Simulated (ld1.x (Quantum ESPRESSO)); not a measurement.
**Plane-wave convergence, PAW potential for indium**

indium (In), PAW, made with ld1.x (Quantum ESPRESSO) 7.5 (PBE, scalar-relativistic). Core [Ar] 3d10 4s2, reference 4p6 4d10 5s2 5p1. Waves: 5s (bound): rcut 1.95, rcutus 2.50 bohr; 5s channel at 0.05 Ry: rcut 1.95, rcutus 2.50 bohr; 4p (bound): rcut 1.30, rcutus 1.55 bohr; 5p (bound): rcut 1.30, rcutus 1.55 bohr; 4d (bound): rcut 1.00, rcutus 1.15 bohr; 4d channel at -0.9 Ry: rcut 1.00, rcutus 1.15 bohr; 4f channel at 0.15 Ry: rcut 2.25, rcutus 2.60 bohr. Local part: all-electron potential smoothed inside 1.80 bohr (lloc = -1). Core correction: Bessel-smoothed model core, default radius (core density twice the valence density). Augmentation charge: PSQ, inside the norm-conserving radii.

The pseudo-atom Hamiltonian at the reference potential is diagonalised in spherical Bessel functions j_l(qr) that vanish at 20 bohr, with q² up to the cutoff. All-electron valence levels (Ry): 5s -0.6035, 4p -5.7424, 5p -0.1851, 4d -1.3688.

Problem. How do the lowest levels (Ry) of each channel move with the cutoff, and are there ghosts?

Solution.

```csv
cutoff (Ry),s #1,s #2,p #1,p #2,d #1,d #2,f #1,f #2,Σ f·Δε (mRy)
8,-0.6034,-0.0269,-4.3159,-0.0810,0.0210,0.0809,0.0989,0.2198,22562.5
15,-0.6035,-0.0269,-5.4997,-0.1234,-0.1385,0.0513,0.0989,0.2198,13822.7
30,-0.6035,-0.3829,-5.7365,-0.1502,-0.7996,0.0445,0.0989,0.2198,5763.6
45,-0.6035,-0.4327,-5.7415,-0.1775,-1.2162,0.0432,0.0989,0.2198,1540.2
60,-0.6035,-0.4352,-5.7423,-0.1845,-1.3453,0.0430,0.0989,0.2198,237.7
90,-0.6035,-0.4352,-5.7424,-0.1850,-1.3681,0.0429,0.0989,0.2198,8.4
140,-0.6035,-0.4352,-5.7425,-0.1851,-1.3688,0.0429,0.0989,0.2198,1.4
200,-0.6035,-0.4352,-5.7425,-0.1851,-1.3688,0.0429,0.0989,0.2198,0.4
400,-0.6035,-0.4352,-5.7425,-0.1851,-1.3689,0.0429,0.0989,0.2198,0.0
```

Result: ghost state, extra bound levels that the all-electron valence spectrum of the same l lacks: s at -5.9 eV (a true bound ghost makes a file unfit for plane-wave use); 10 mRy is reached at 90 Ry and 1 mRy at 160 Ry.

Test run stopped at test 7 of 7 (negative rho), 1 before it not solved.
